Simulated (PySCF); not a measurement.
**Computed properties of C₄H₅Cl, SMILES C=CC(=C)Cl**

C4H5Cl, SMILES C=CC(=C)Cl. Geometry optimised at B3LYP-D3(BJ)/def2-SVP. One conformer was computed; it need not be the lowest. All values are computed for the isolated molecule unless a solvent is named; none is compared with measurement here.

**Structure.** The optimised structure has Cs symmetry. All 24 harmonic modes at B3LYP-D3(BJ)/def2-SVP (PySCF) are real, so it is a minimum. With heavy atoms numbered as in [CH2:1]=[CH:2][C:3](=[CH2:4])[Cl:5], the shortest bond between them is C1–C2 at 1.340 Å and the longest C3–Cl5 at 1.758 Å.

**Vibrations.** The strongest infrared lines (harmonic, unscaled, degenerate partners summed) lie at 1234 cm⁻¹ (45 km/mol, C 70 %, H 30 %), 895 cm⁻¹ (41 km/mol, H 70 %, C 30 %), 1656 cm⁻¹ (36 km/mol, C 86 %, H 14 %). The softest mode is at 158 cm⁻¹ and the zero-point energy is 47.6 kcal/mol.

**Electronic structure.** M06-2X/def2-TZVP (PySCF) places the frontier levels at -8.17 and -0.43 eV, a gap of 7.74 eV, and gives a dipole moment of 1.53 D and a mean polarisability of 62.9 bohr³. PBE/def2-TZVP (PySCF) at the same geometry gives -6.03 and -2.21 eV, so its gap is 3.92 eV narrower. An orbital gap is neither the optical nor the fundamental gap.

**Excitations.** TDA-PBE0/def2-SVPD (PySCF) has S1 at 5.93 eV (209 nm, f = 0.456, bright); the most intense of the 10 singlets computed lies at 5.93 eV (f = 0.46). T1 (TDA) is at 3.04 eV, 2.89 eV under S1. TDA-PBE/def2-SVPD (PySCF) puts S1 at 5.22 eV. No vertical singlet excitation falls in the visible range (under 3.1 eV).

**NMR.** GIAO shifts at B3LYP/pcSseg-1 (PySCF) (non-relativistic, atoms alike by connectivity averaged): ¹³C from 125.3 to 158.7 ppm against TMS; ¹H from 5.7 to 6.6 ppm against TMS. Without spin–orbit terms, shifts of atoms bonded to Cl or Br come out too high.
